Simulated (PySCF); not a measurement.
Molfile (atoms numbered from 1):
```
C5H14N2
     RDKit          3D

 21 20  0  0  0  0  0  0  0  0999 V2000
   -2.1343    1.1995   -0.1225 C   0  0  0  0  0  0  0  0  0  0  0  0
   -2.0207   -0.2357    0.3780 C   0  0  0  0  0  0  0  0  0  0  0  0
   -1.1417   -1.1083   -0.5369 C   0  0  0  0  0  0  0  0  0  0  0  0
    0.2401   -0.7104   -0.6900 N   0  0  0  0  0  0  0  0  0  0  0  0
    1.0730   -0.8570    0.4850 C   0  0  0  0  0  0  0  0  0  0  0  0
    2.4270   -0.2007    0.2246 C   0  0  0  0  0  0  0  0  0  0  0  0
    2.2466    1.2354    0.0594 N   0  0  0  0  0  0  0  0  0  0  0  0
   -1.1608    1.6857   -0.1320 H   0  0  0  0  0  0  0  0  0  0  0  0
   -2.5359    1.2181   -1.1337 H   0  0  0  0  0  0  0  0  0  0  0  0
   -2.7947    1.7767    0.5215 H   0  0  0  0  0  0  0  0  0  0  0  0
   -1.6155   -0.2391    1.3921 H   0  0  0  0  0  0  0  0  0  0  0  0
   -3.0142   -0.6866    0.4216 H   0  0  0  0  0  0  0  0  0  0  0  0
   -1.1464   -2.1359   -0.1594 H   0  0  0  0  0  0  0  0  0  0  0  0
   -1.5827   -1.1157   -1.5387 H   0  0  0  0  0  0  0  0  0  0  0  0
    0.3029    0.2510   -1.0100 H   0  0  0  0  0  0  0  0  0  0  0  0
    1.2114   -1.9268    0.6766 H   0  0  0  0  0  0  0  0  0  0  0  0
    0.6363   -0.4052    1.3938 H   0  0  0  0  0  0  0  0  0  0  0  0
    2.8344   -0.5929   -0.7098 H   0  0  0  0  0  0  0  0  0  0  0  0
    3.1174   -0.4612    1.0444 H   0  0  0  0  0  0  0  0  0  0  0  0
    1.9229    1.6488    0.9290 H   0  0  0  0  0  0  0  0  0  0  0  0
    3.1258    1.6776   -0.1840 H   0  0  0  0  0  0  0  0  0  0  0  0
  1  2  1  0
  2  3  1  0
  3  4  1  0
  4  5  1  0
  5  6  1  0
  6  7  1  0
  1  8  1  0
  1  9  1  0
  1 10  1  0
  2 11  1  0
  2 12  1  0
  3 13  1  0
  3 14  1  0
  4 15  1  0
  5 16  1  0
  5 17  1  0
  6 18  1  0
  6 19  1  0
  7 20  1  0
  7 21  1  0
M  END
```

Geometry: GFN2-xTB; GIAO shifts from PySCF 2.14, gas phase, non-relativistic, averaged over equivalent atoms.

At PBE0/MINI (49 basis functions, of the order of 16 core-seconds):
```
    atoms  δ (ppm)
       C3     48.3
       C6     47.0
       C5     45.7
       C1     19.2
       C2     18.3
       N7     19.2
       N4      6.1
  H18/H19     2.40
  H13/H14     2.16
  H16/H17     1.58
  H11/H12     1.19
H8/H9/H10     0.63
      H15     0.28
  H20/H21    -0.23
```

Shifts are taken against calculated references (same method and geometry level): 13C (σ = 226.73 ppm), 1H (σ = 30.72 ppm) vs TMS; 15N (σ = 301.52 ppm) vs NH3.

Predict the values at PBE0/pcSseg-1 on the same geometry.

## Answers


```
    atoms  δ at PBE0/pcSseg-1  change
       C3                53.2    +4.9
       C6                47.5    +0.5
       C5                51.0    +5.3
       C1                12.1    -7.1
       C2                21.0    +2.7
       N7                37.1   +17.9
       N4                40.8   +34.7
  H18/H19                3.14   +0.74
  H13/H14                2.92   +0.76
  H16/H17                2.65   +1.07
  H11/H12                1.43   +0.24
H8/H9/H10                0.94   +0.31
      H15                1.99   +1.71
  H20/H21                0.38   +0.61
```

Chemical shifts δ = σref − σ; TMS for 13C (σ = 186.93 ppm) and 1H (σ = 31.72 ppm); NH3 for 15N (σ = 267.73 ppm), all at this level.

The largest change is at N4 (amine nitrogen). Cost: 189 basis functions, of the order of 80 core-seconds. The order of the carbon signals changes between the two levels.

Experimental scales use liquid or dissolved standards, which lie at an offset from isolated NH3 (liquid NH3: subtract about 20 ppm).
